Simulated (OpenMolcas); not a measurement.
# Ti2+ in KMgF3: curves along the breathing mode

Ti2+ with its 6 nearest fluoride ions, on the Mg site of KMgF3 (a = 3.973 Å, distance in the model lattice 1.986 Å). The rest of the host is ab initio model potentials to 7.6 Å, with orthogonalisation functions on the cations behind the ligands, and point charges beyond; the distance is set by hand and nothing relaxes. Ligand basis ANO-RCC-VDZP.

| Property | Result |
| --- | --- |
| Program | OpenMolcas 26.06 |
| Method | CASSCF |
| Basis | ANO-RCC-VDZP [5s4p2d1f] |
| Scalar Hamiltonian | DKH2, point nucleus |
| Active space | 2 electrons in 5 orbitals (3d) |
| State averaging | 2S+1 = 3 even, 10 roots; 2S+1 = 1 even, 15 roots |
| Spin-orbit coupling | state interaction with AMFI integrals over the reference wave functions |

Spin-free energies (labels of O, the rotations of Oh) in cm-1 above the lowest fitted minimum, as all ligands move together:

| R (Å) | 3T1 | 1T2 | 1E | 3T2 | 3T1(2) | 1A1 | 3A2 |
| --- | --- | --- | --- | --- | --- | --- | --- |
| 1.967 | 3020 | 14870 | 14920 | 20380 | 31840 | 28300 | 39880 |
| 2.013 | 310 | 12210 | 12290 | 15750 | 27310 | 25340 | 33230 |
| 2.059 | 290 | 12230 | 12360 | 14040 | 25700 | 25050 | 29700 |
| 2.106 | 2950 | 14930 | 15100 | 15180 | 26930 | 27410 | 29180 |
| 2.152 | 8170 | 20180 | 20400 | 19070 | 30920 | 32320 | 31640 |
| 2.198 | 16090 | 28120 | 28390 | 25830 | 37760 | 39910 | 37110 |
| 2.245 | 27220 | 39270 | 39590 | 35910 | 47930 | 50700 | 46030 |

Cubic fits give the following; the wavenumber is harmonic, with the mass of all moving ligands, small differences in it between states hang on the degree of the fit, a number in brackets counts states of one label, and the table is a selection of at most 14 states with clean curves.

```json
{"State": "3T1", "R0 (Å)": "2.037", "Breathing mode (cm-1)": "601", "Minimum (cm-1)": "0"}
{"State": "1T2", "R0 (Å)": "2.037", "Breathing mode (cm-1)": "600", "Minimum (cm-1)": "11920"}
{"State": "1E", "R0 (Å)": "2.036", "Breathing mode (cm-1)": "600", "Minimum (cm-1)": "12030"}
{"State": "3T2", "R0 (Å)": "2.065", "Breathing mode (cm-1)": "627", "Minimum (cm-1)": "14010"}
{"State": "3T1(2)", "R0 (Å)": "2.064", "Breathing mode (cm-1)": "626", "Minimum (cm-1)": "25680"}
{"State": "1A1", "R0 (Å)": "2.042", "Breathing mode (cm-1)": "599", "Minimum (cm-1)": "24880"}
{"State": "3A2", "R0 (Å)": "2.091", "Breathing mode (cm-1)": "649", "Minimum (cm-1)": "28970"}
{"State": "1T2(2)", "R0 (Å)": "2.064", "Breathing mode (cm-1)": "627", "Minimum (cm-1)": "28100"}
{"State": "1T1", "R0 (Å)": "2.065", "Breathing mode (cm-1)": "626", "Minimum (cm-1)": "30860"}
{"State": "1E(2)", "R0 (Å)": "2.091", "Breathing mode (cm-1)": "649", "Minimum (cm-1)": "43430"}
{"State": "1A1(2)", "R0 (Å)": "2.085", "Breathing mode (cm-1)": "649", "Minimum (cm-1)": "61710"}
```

The minimum of 3T2 is shifted by +0.0277 Å against 3T1 (from the unrounded fits). With M = 114.0 u for the moving shell, the Huang-Rhys factor in this mode is S = M ω ΔR² / 2ħ = 0.01483 × 114.0 × 601 × 0.0277² = 0.78. Only the first shell moves, against a rigid host.

An orbital triplet at a regular site is open to Jahn-Teller coupling, which can distort the site and quench the lowest spin-orbit gaps and is left out. Without dynamic correlation the repulsion within the d shell is too large (B by tens of per cent), so at a given field states of lower spin stand too high. Ligand-to-metal charge-transfer states are missing. With no ligand orbital active B as a rule stays too high, so bands that hang on it stand too high and its fall with covalency is understated. With metal d orbitals alone and no dynamic correlation 10Dq can be off by a tenth to a fifth, either way, in oxide and fluoride hosts. No measured value stands beside these numbers.
